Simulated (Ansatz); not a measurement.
Consider the ligand exchange at the Si–O bond: `[SiH3][O][Sn][O][SiH3]` + `C[CH2][AlH][OH]` → `C[CH2][AlH][O][SiH3]` + `[OH][Sn][O][SiH3]`.

Isolated molecules relaxed with PBE0-D4/def2-TZVP in Ansatz; ΔE leaves out vibrations. CCSD(T)/CBS adds triple-zeta CCSD(T) − MP2 to the extrapolated MP2 energy (def2 sets, frozen cores). DFT in def2-TZVPP. Elements past krypton have def2 core potentials. For Sn outer-core shells are correlated without core-valence functions, which leaves a few kJ/mol of doubt a bond. One conformer a species, not always the lowest.

`[SiH3][O][Sn][O][SiH3]`:

```xyz
11

Si   -0.132    0.945   -1.765
O    -1.244    1.385   -0.654
Sn   -2.086    1.021    1.092
O    -0.836   -0.362    1.733
Si    0.573   -1.161    1.534
H     1.153    1.660   -1.535
H    -0.629    1.284   -3.126
H     0.131   -0.521   -1.715
H     1.136   -1.514    2.866
H     1.572   -0.324    0.811
H     0.363   -2.414    0.760
```

`C[CH2][AlH][OH]`:

Cartesian coordinates in Å:
```
C 0.801 -0.962 0.624
C 0.743 0.494 0.164
Al -0.917 1.065 -0.701
O -2.209 -0.018 -0.926
H 0.668 -1.656 -0.211
H 1.756 -1.211 1.097
H 0.016 -1.187 1.353
H 1.568 0.706 -0.530
H 0.926 1.168 1.011
H -1.174 2.532 -1.236
H -2.179 -0.931 -0.645
```

`C[CH2][AlH][O][SiH3]`:

Cartesian coordinates in Å:
```
C 0.275 -0.352 -1.839
C 1.444 0.288 -1.092
Al 1.153 0.665 0.800
O -0.327 0.261 1.506
Si -1.825 -0.256 1.849
H 0.511 -0.537 -2.892
H -0.616 0.280 -1.814
H -0.011 -1.311 -1.398
H 1.740 1.228 -1.576
H 2.339 -0.345 -1.168
H 2.230 1.340 1.744
H -2.419 -0.972 0.685
H -2.700 0.899 2.187
H -1.793 -1.188 3.007
```

`[OH][Sn][O][SiH3]`:

```xyz
8

O     2.256    0.960    0.151
Sn    1.660   -0.087    1.711
O    -0.142   -0.576    1.029
Si   -1.116   -0.384   -0.261
H     1.630    1.037   -0.576
H    -2.392    0.269    0.139
H    -0.474    0.478   -1.303
H    -1.421   -1.697   -0.890
```

| species | B2PLYP energy (Eh) |
| --- | --- |
| `[SiH3][O][Sn][O][SiH3]` | -947.02592 |
| `C[CH2][AlH][OH]` | -397.96090 |
| `C[CH2][AlH][O][SiH3]` | -688.58377 |
| `[OH][Sn][O][SiH3]` | -656.40630 |

**Question.** Work out ΔE.

**Answer.** ΔE = (-688.58377) + (-656.40630) − (-947.02592) − (-397.96090) = -0.00325 Eh = -8.5 kJ/mol. CCSD(T)/CBS gives -5.2 kJ/mol.

Largest T1 diagnostic among the species: 0.016.

The D4 term adds +4.8 kJ/mol with B3LYP and +2.6 kJ/mol with PBE0; it sums over pairs of atoms, weighted by their polarisabilities, and B3LYP, whose exchange is more repulsive, gets the larger term. Leaving LDA and LC-ωPBE aside and taking each functional with its dispersion term where it has one, the values, not all of them listed here, spread over 4.1 kJ/mol, from r2SCAN-D4 to BHLYP-D4. In def2-TZVPP, CCSD(T) changes the Hartree–Fock value by +3.4 kJ/mol (the triples alone add +0.5 kJ/mol) and MP2 by +4.0 kJ/mol.

B3LYP here is the variant with VWN-RPA as its local correlation; programs differ in this.
